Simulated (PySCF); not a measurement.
## Predicted spectroscopic data

PySCF 2.14.0 with density-fitted response routines calculation with shielding tensors at PBE0/pcSseg-1 (GIAO) and geometry from GFN2-xTB; equivalent nuclei averaged, no relativistic terms, single conformer, isolated molecule.

References, each an isolated molecule treated in the same way: TMS for 1H (σref 31.72) and 13C (σref 186.93). Splittings of carbon signals by F and P are missing where no couplings were computed. Where no couplings were computed, multiplicities follow the n + 1 count of equivalent neighbours, and m marks all less simple cases (inequivalent or close neighbours, rings, F or P nearby). Shifts are as computed. Against solution values, carbons near 30 ppm lie about +3 ppm off and those near 130 ppm about +5 ppm; carbons on Cl a further +6 ppm. Of 1211 compounds with measured shifts, 218 miss one by over three times the rms of a fit or turn the order of signals round; such compounds aren't used in these exercises. Carbons bonded to Cl come out too deshielded. OH and NH positions are gas-phase values without hydrogen bonding to other molecules.

**1.** SMILES O(C)/C=C(/Cl)[C@H]1OC(=O)[SiH2]1, C5H7ClO3Si. 1H NMR (500 MHz, computed): δ 6.59 (s, 1H), 5.35 (m, 1H), 5.25 (m, 1H), 4.28 (m, 1H), 3.93 (s, 3H). 13C{1H} NMR (computed): δ 182.2, 154.1, 127.3, 69.9, 59.4.

**2.** `C[Si@@H](O)[Si@@](C)(F)O[SiH3]`, C2H11FO2Si3. 1H NMR (500 MHz, computed): δ 5.52 (m, 1H), 5.23 (s, 3H), 0.75 (br s, 1H), 0.36 (m, 3H), 0.23 (d, 3H). 13C{1H} NMR (computed): δ 3.1, 1.4.

**3.** `C=CC(=C)C(F)=C1C=CC=C1`, C10H9F. 1H NMR (500 MHz, computed): δ 6.88 (m, 1H), 6.84 (m, 1H), 6.54 (m, 1H), 6.50 (m, 1H), 6.42 (m, 1H), 6.10 (m, 1H), 5.94 (m, 1H), 5.93 (m, 1H), 5.76 (m, 1H). 13C{1H} NMR (computed): δ 171.3, 148.7, 145.5, 137.1, 137.0, 135.1, 131.2, 130.7, 129.5, 125.2.
